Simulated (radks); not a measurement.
Task: The mean radii <r> (bohr) of the occupied orbitals of an atom or ion are listed with their occupations. Calculated with a radial shooting solver on a logarithmic mesh with Libxc functionals: Dirac Kohn-Sham, relativistic LDA (MacDonald-Vosko exchange, VWN5 correlation), spin-unpolarised, spherical densities, finite nucleus; Fermi nuclear charge, rms radius of each element as measured or else 0.836 A^(1/3) + 0.57 fm.

| orbital | occ. | <r> |
|---|---|---|
| 1s1/2 | 2 | 0.02121 |
| 2s1/2 | 2 | 0.08954 |
| 2p1/2 | 2 | 0.07460 |
| 2p3/2 | 4 | 0.08162 |
| 3s1/2 | 2 | 0.2349 |
| 3p1/2 | 2 | 0.2244 |
| 3p3/2 | 4 | 0.2377 |
| 3d3/2 | 4 | 0.2099 |
| 3d5/2 | 6 | 0.2141 |
| 4s1/2 | 2 | 0.5308 |
| 4p1/2 | 2 | 0.5407 |
| 4p3/2 | 4 | 0.5713 |
| 4d3/2 | 4 | 0.6023 |
| 4d5/2 | 6 | 0.6131 |
| 5s1/2 | 2 | 1.282 |
| 5p1/2 | 2 | 1.432 |
| 5p3/2 | 4 | 1.530 |
| 4f5/2 | 5 | 0.8049 |
| 4f7/2 | 4 | 0.8177 |
| 6s1/2 | 2 | 3.437 |

Name the element and its charge.

Result: Z = 66, dysprosium, charge +1: Dy+ in [Xe] 4f(5/2: 5, 7/2: 4) 6s2. The 1s radius gives Z: for a bare nucleus <r> = (2 gamma + 1)/(2Z) with gamma = sqrt(1 - (Z/c)^2), 0.02085 bohr for Z = 66, and screening makes it slightly larger (0.02121 here). The occupations add up to 65, and the charge is Z minus that.
